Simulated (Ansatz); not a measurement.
Pulling the pair apart

The pair of Ag⁺ (SMILES [Ag+], atom 1) and SO₂ (SMILES O=S=O, atoms 2–4), both closed shells, in one local arrangement (a lower one may exist), relaxed at PBE0-D4/def2-TZVP:

```xyz
4
angstrom
Ag -0.3132 -0.4420 -2.1718
O -0.5223 -0.7042 0.0468
S 0.0027 0.0141 1.2025
O 0.8329 1.1322 0.9224
```

SO₂ is shifted rigidly along the line between the mean atom positions of the two fragments (negative: closer). Counterpoise interaction energies in kcal/mol. Computed with Ansatz 0.2.0 (basis: def2-TZVPPD); correlated methods freeze the cores. Filled d shells of the heavier atoms are correlated. Core potentials replace the inner electrons of the atoms past krypton. B3LYP uses VWN-RPA correlation.

```csv
shift (Å),B3LYP-D4,PBE0-D4,wB97M-V
-0.22,-23.87,-22.85,-21.42
-0.11,-26.46,-25.22,-24.20
0.00,-27.17,-25.76,-24.97
0.11,-26.83,-25.26,-24.52
0.27,-25.11,-23.49,-22.80
0.56,-20.55,-19.13,-18.52
1.12,-12.98,-12.19,-11.74
2.24,-5.86,-5.73,-5.74
```

Problem. What does CCSD(T) give at these shifts? (To be estimated.)

Solution. The calculation gives: -18.84, -21.71, -22.59, -22.28, -20.80, -17.05, -10.98, -5.43 kcal/mol. For zero shift, CCSD(T) at an estimated basis limit (MP2 extrapolated from triple and quadruple zeta, plus CCSD(T) − MP2 in triple zeta) gives -25.30 kcal/mol. These are counterpoise interaction energies, counted from the two frozen fragments.

The T1 diagnostic stays at or below 0.019. The restricted Hartree–Fock reference is unstable towards an unrestricted one here.

For scale, one of the runs: CCSD(T)/def2-TZVPPD, 187 basis functions, launched by `ansatz run in.yaml --threads 4 --pin off --events-out ev --progress --plain --max-ram 9574MiB`. The run took 76 s on 4 CPU threads of an Arm Neoverse V1 (shared host), with 2.4 GiB of host memory at its peak.
